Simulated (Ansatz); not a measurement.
Isolated molecules relaxed with PBE0-D4/def2-TZVP in Ansatz; ΔE leaves out vibrations. CBS: MP2 limit from def2 TZ/QZ plus the TZ coupled-cluster correction, frozen cores. Functionals use def2-TZVPP. B3LYP here is the variant with VWN-RPA as its local correlation; programs differ in this. Each species was taken in one conformer, which may not be the lowest.

Consider the isomerisation: `CB([SiH3])[SiH3]` → `B[SiH2]C[SiH3]`.

Is it downhill or uphill in electronic energy at CCSD(T)/CBS, and by how much? (Best estimate.)

Computed: Nearly level: ΔE = -0.02 eV.

What do these levels give: PBE-D4, r2SCAN-D4, B3LYP-D4, PBE, PBE0, B3LYP, HF/def2-TZVPP, MP2/def2-TZVPP, SCS-MP2/def2-TZVPP, CCSD/def2-TZVPP, HF/def2-QZVPP, CCSD/CBS(def2)? (Best estimate.)

Ansatz gave: PBE-D4 0.18, r2SCAN-D4 0.08, B3LYP-D4 0.05, PBE 0.18, PBE0 0.10, B3LYP 0.05, HF/def2-TZVPP -0.13, MP2/def2-TZVPP -0.09, SCS-MP2/def2-TZVPP -0.10, CCSD/def2-TZVPP -0.03, HF/def2-QZVPP -0.14, CCSD/CBS(def2) -0.04 eV.

Largest T1 diagnostic among the species: 0.013.

In def2-TZVPP, CCSD(T) changes the Hartree–Fock value by +0.12 eV (the triples alone add +0.02 eV) and MP2 by +0.05 eV. From PBE to PBE0 (25 % exact exchange), in def2-TZVPP and without D4, ΔE moves by −0.08 eV.
